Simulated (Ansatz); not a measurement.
`F[BH][GaH][F]` + H₂ → `[F][GaH2]` + `BF`  (hydrogenolysis of a Ga–B bond)

Gas-phase electronic energies from Ansatz, PBE0-D4/def2-TZVP geometries. CCSD(T)/CBS adds triple-zeta CCSD(T) − MP2 to the extrapolated MP2 energy (def2 sets, frozen cores). This one scheme is used for every species. Functionals use def2-TZVPP. B3LYP here is the variant with VWN-RPA as its local correlation; programs differ in this. HSE06 is defined as in plane-wave codes. For Ga outer-core shells are correlated without core-valence functions, which leaves a few kJ/mol of doubt a bond. Scalar relativity is left out up to krypton. Each species was taken in one conformer, which may not be the lowest.

`F[BH][GaH][F]`:

Z-matrix (Å, degrees):
```
B
Ga 1 2.119
F 1 1.320 2 119.6
H 1 1.203 2 124.3 3 179.7
F 2 1.769 1 112.4 3 -98.0
H 2 1.565 1 135.8 3 84.2
```

H₂:

```xyz
2

H     0.064    0.088   -0.357
H    -0.064   -0.088    0.357
```

`[F][GaH2]`:

Z-matrix (Å, degrees):
```
Ga
F 1 1.759
H 1 1.555 2 113.8
H 1 1.555 2 113.8 3 -180.0
```

`BF`:

Z-matrix (Å, degrees):
```
B
F 1 1.317
H 1 1.197 2 117.8
H 1 1.198 2 117.8 3 -180.0
```

| level | ΔE (kcal/mol) | difference from CCSD(T)/CBS |
| --- | --- | --- |
| LDA (SPW92) | -8.3 | 1.7 |
| revPBE-D4 | -7.0 | 3.0 |
| PBE0-D4 | -9.5 | 0.5 |
| B3LYP-D4 | -10.0 | 0.0 |
| r2SCANh-D4 | -9.9 | 0.1 |
| B2PLYP | -11.4 | -1.4 |
| PBE-QIDH | -11.3 | -1.3 |
| revPBE | -8.3 | 1.7 |
| BLYP | -9.7 | 0.3 |
| r2SCAN | -9.5 | 0.5 |
| B3LYP | -11.2 | -1.2 |
| HSE06 | -10.1 | -0.1 |
| BHLYP | -13.4 | -3.4 |
| HF/def2-TZVPP | -17.0 | -7.0 |
| SCS-MP2/def2-TZVPP | -12.1 | -2.1 |
| SCS-MP2/def2-QZVPP | -11.8 | -1.8 |
| CCSD(T)/CBS | -10.0 | 0 |

Largest T1 diagnostic among the species: 0.015.

From BLYP to BHLYP (50 % exact exchange), in def2-TZVPP and without D4, ΔE moves by −3.6 kcal/mol. At CCSD(T), def2-SVP lies −3.3 kcal/mol from the extrapolated value and def2-TZVPP −1.0 kcal/mol.
